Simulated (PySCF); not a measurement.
C5H3F3S, SMILES FC(F)(F)c1cccs1 (GFN2-xTB optimised geometry):

```
12

F      1.583     0.457     0.000
C      0.237     0.457     0.000
F     -0.130     1.753     0.000
F     -0.143    -0.043     1.185
C     -0.343    -0.309    -1.133
C     -1.215    -1.356    -1.056
C     -1.566    -1.846    -2.330
C     -0.958    -1.164    -3.336
S      0.058     0.092    -2.764
H     -1.583    -1.753    -0.128
H     -2.240    -2.668    -2.485
H     -1.046    -1.326    -4.392
```

Calculation: B3LYP/def2-TZVP in PySCF.

What are the frontier orbital energies and the dipole moment?

HOMO-2 -10.14 eV, HOMO-1 -7.63 eV, HOMO -7.31 eV, LUMO -1.43 eV, LUMO+1 0.03 eV; dipole moment 3.11 D.

Meta-Löwdin charges at B3LYP/def2-TZVP: F1 -0.28, C2 0.79, F3 -0.28, F4 -0.27, C5 -0.19, C6 -0.12, C7 -0.14, C8 -0.25, S9 0.33, H10 0.14, H11 0.13, H12 0.15.
